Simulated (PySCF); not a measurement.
Work out the structure from these simulated measurements.

Elements present: C, F, O and S. Monoisotopic mass: 217.9472 u.

| Property | Result |
| --- | --- |
| Dipole | 1.60 D [CAM-B3LYP/def2-SVPD] |
| Rotational structure | rotational constants A, B, C: 1.435, 0.638, 0.576 GHz [PBE0-D3(BJ)/def2-SVP] |
| Triplet | lowest triplet excitation (Tamm–Dancoff): 7.64 eV [TDA CAM-B3LYP/def2-SVPD] |
| UV, strongest line | among the 10 lowest singlet transitions: S10 at 9.97 eV (124 nm, f = 0.103) [TDDFT CAM-B3LYP/def2-SVPD] |
| 13C NMR | chemical shifts (computed TMS as zero) by class: 134.8 (1 C), 133.9 (1 C) ppm [GIAO PBE/pcSseg-2] |
| NMR, other nuclei | isotropic shieldings of nuclei other than C and H, by class: 55 (1 O), 79 (2 O), 223 (3 F), 241 (3 F), 164 (1 S) ppm [GIAO PBE/pcSseg-2] |
| UV, first state | lowest singlet excitation: 8.25 eV (150 nm, f = 0.004) [TDDFT CAM-B3LYP/def2-SVPD] |
| Polarisability | 61.1 au [CAM-B3LYP/def2-SVPD] |

Gas-phase values; electronic properties from PySCF, density fitting. Levels stand in brackets. The structure is a single PBE0-D3(BJ)/def2-SVP conformer in the gas phase; no vibrational or solvent corrections. NMR values are class means; diastereotopic atoms form classes of their own.

Question: Which formula fits the mass and the elements?

Answer: C2F6O3S (calculated 217.9472). No other formula that holds each of these elements comes within 0.0003 u with a fitting electron parity and a possible valence count.

Question: Give a SMILES that accounts for the data.

Answer: Numbering: `[O:1]=[S:2](=[O:3])([O:4][C:5]([F:6])([F:7])[F:8])[C:9]([F:10])([F:11])[F:12]`. 2 carbons fall into 2 classes; from least to most shielded: CF3 carbon [C5] (134.8 ppm), CF3 carbon [C9] (133.9 ppm). The other shieldings belong to: 55 ppm, oxygen bonded to C and S [O4]; 79 ppm, sulfonyl oxygen [O1/O3]; 223 ppm, fluorine of a CF3 group [F6/F7/F8]; 241 ppm, fluorine of a CF3 group [F10/F11/F12]; 164 ppm, sulfonyl sulfur [S2]. The optimised geometry has point group C1 and is an asymmetric top. Structure: CF3SO3CF3 (`O=S(=O)(OC(F)(F)F)C(F)(F)F`). The assignments are read from this structure; whether some other isomer fits the data as well wasn't checked.

Shape of the structure used: `[O:1]=[S:2](=[O:3])([O:4][C:5]([F:6])([F:7])[F:8])[C:9]([F:10])([F:11])[F:12]`: O1–S2–O4–C5 -143°, S2–O4–C5–F6 -58°, O1–S2–C9–F10 -50°.
